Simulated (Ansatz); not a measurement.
Start from `C[SiH2][B]([AlH2])[SiH3]` and change one atom or group to get `C[SiH2][B](C)[AlH2]`.

Ansatz, PBE0-D4/def2-TZVP geometries, multiplicity 1. Each molecule was computed in one conformer, which needn't be the lowest.

```csv
property,`C[SiH2][B]([AlH2])[SiH3]`
size of the dipole moment (PBE/def2-TZVPP) / D,0.94
HOMO–LUMO gap (PBE0/def2-TZVPP) / eV,4.18
HOMO–LUMO gap (ωB97M-V/def2-TZVPP) / eV,8.19
LUMO energy (PBE/def2-TZVPP) / eV,-3.90
HOMO–LUMO gap (PBE/def2-TZVPP) / eV,2.18
size of the dipole moment (ωB97M-V/def2-TZVPP) / D,0.82
```

Task: Give the same properties after the change, and the shifts. (An estimate is asked.)

Result: Ansatz gave: 
```csv
property,`C[SiH2][B](C)[AlH2]`,shift
size of the dipole moment (PBE/def2-TZVPP) / D,0.91,-0.03
HOMO–LUMO gap (PBE0/def2-TZVPP) / eV,4.50,0.32
HOMO–LUMO gap (ωB97M-V/def2-TZVPP) / eV,8.50,0.31
LUMO energy (PBE/def2-TZVPP) / eV,-3.02,0.88
HOMO–LUMO gap (PBE/def2-TZVPP) / eV,2.51,0.33
size of the dipole moment (ωB97M-V/def2-TZVPP) / D,0.90,0.08
```

With PBE0 the HOMO rises by 0.60 eV and the LUMO rises by 0.92 eV, so the gap widens by about 0.32 eV. PBE moves the HOMO by 0.55 eV and ωB97M-V by 0.61 eV. Dipoles are sizes alone; their direction can turn.
